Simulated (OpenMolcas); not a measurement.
Er4+.

| Quantity | Value |
| --- | --- |
| Program | OpenMolcas |
| Basis | ANO-R2 [9s6p4d3f1g] |
| Scalar Hamiltonian | X2C, finite nucleus |
| Active space | 10 electrons in 7 orbitals (4f) |
| State averaging | 2S+1 = 5 even, 35 roots; 2S+1 = 3 even, 210 roots (148 in the spin-orbit step); 2S+1 = 1 even, 196 roots (105 in the spin-orbit step) |
| Spin-orbit coupling | RASSI with atomic mean-field integrals over the reference wave functions, term energies averaged over their components |

Two sets of levels on these reference wave functions, in cm⁻¹ above 4f¹⁰ ⁵I₈: one from CASSCF and one from MS-CASPT2, IPEA 0.25 Eh, imaginary shift 0.1 Eh (closed shells correlated: 5s 5p).

```json
{"Level": "4f¹⁰ ⁵I₈", "Set 1": "0.0", "Set 2": "0.0"}
{"Level": "4f¹⁰ ⁵I₇", "Set 1": "6120", "Set 2": "6080"}
{"Level": "4f¹⁰ ⁵I₆", "Set 1": "10380", "Set 2": "10400"}
{"Level": "4f¹⁰ ⁵I₅", "Set 1": "13410", "Set 2": "13560"}
{"Level": "4f¹⁰ ⁵I₄", "Set 1": "15870", "Set 2": "16050"}
{"Level": "4f¹⁰ ⁵F₅", "Set 1": "19400", "Set 2": "22170"}
{"Level": "4f¹⁰ ⁵S₂ [61 %]", "Set 1": "22760", "Set 2": "25490"}
{"Level": "4f¹⁰ ⁵F₄", "Set 1": "23300", "Set 2": "26160"}
{"Level": "4f¹⁰ ³K₈(1) [74 %]", "Set 1": "25060", "Set 2": "26220"}
{"Level": "4f¹⁰ ⁵F₃", "Set 1": "25670", "Set 2": "28510"}
{"Level": "4f¹⁰ ⁵F₁", "Set 1": "27510", "Set 2": "30420"}
{"Level": "4f¹⁰ ³K₇(1)", "Set 1": "30870", "Set 2": "32090"}
{"Level": "4f¹⁰ ³L₉", "Set 1": "35120", "Set 2": "36470"}
{"Level": "4f¹⁰ ³K₆(1) [72 %]", "Set 1": "35470", "Set 2": "36870"}
{"Level": "4f¹⁰ ⁵G₅ [66 %]", "Set 1": "34660", "Set 2": "37980"}
{"Level": "4f¹⁰ ⁵G₃ [65 %]", "Set 1": "36630", "Set 2": "40370"}
```

Task: Which set is which?

Result: Set 1 is MS-CASPT2. Its levels of the other terms of 4f¹⁰ lie at 0.88 to 0.96 of the other set's values, as expected, since terms of lower spin or lower L gain more correlation energy than the Hund ground term.

Term energies are means over components that CASPT2 splits; among the terms shown or strongly mixed into the levels shown the widest spread is 630 cm-1 (4f¹⁰ ⁵I, MS-CASPT2). High states are left out of the spin-orbit mixing, which shifts the levels that they would mix with. Without dynamic correlation excited terms often stand tens of per cent too high (terms of higher spin than the ground term too low), and those without a measured partner can miss by more than the paired ones (holds for CASSCF). Blocks of more than 70 roots (2S+1 = 3 even, 1 even) ran without multistate coupling (holds for MS-CASPT2). Only configurations of the active space appear. The table leaves out levels that lie high or whose names do not pair safely across all columns.

A share in square brackets marks a mixed level and gives the weight of the term that names it, the lowest over the columns. A number in round brackets counts repeated terms of one configuration in the order of the reference energies.
